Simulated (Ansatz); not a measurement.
`CN[SiH](C)S` at its PBE0-D4/def2-TZVP geometry, where that method's forces vanish. The species carries charge 0 and has multiplicity 1.

```xyz
14

C    -1.8044    0.2845   -0.8973
N    -0.4262   -0.0859   -1.1305
Si    0.7233   -0.5035    0.0656
C     0.4717    0.5658    1.5683
S     2.6134   -0.1989   -0.9032
H    -2.4948   -0.5687   -0.9124
H    -2.1457    1.0079   -1.6436
H    -1.8992    0.7653    0.0783
H    -0.2475   -0.4182   -2.0653
H     0.7294   -1.9317    0.5086
H     1.2774    0.3822    2.2830
H     0.4839    1.6258    1.3048
H    -0.4737    0.3391    2.0691
H     3.1924   -1.2637   -0.3255
```

Task: What forces (eV/Å) does PBE-D4/def2-TZVPP give on these atoms in the Gaussian-basis code of Ansatz? (Best estimate.)

Result: The calculation gave: 
```
C1  -0.087  0.022  0.003
N2   0.030  0.123  0.001
Si3  0.129 -0.111  0.147
C4  -0.020 -0.008 -0.018
S5   0.086  0.249 -0.226
H6  -0.169 -0.170  0.002
H7  -0.090  0.152 -0.151
H8  -0.031  0.097  0.196
H9   0.073 -0.114 -0.326
H10  0.006 -0.165  0.064
H11  0.147 -0.035  0.133
H12  0.002  0.201 -0.042
H13 -0.179 -0.031  0.105
H14  0.102 -0.211  0.112
```
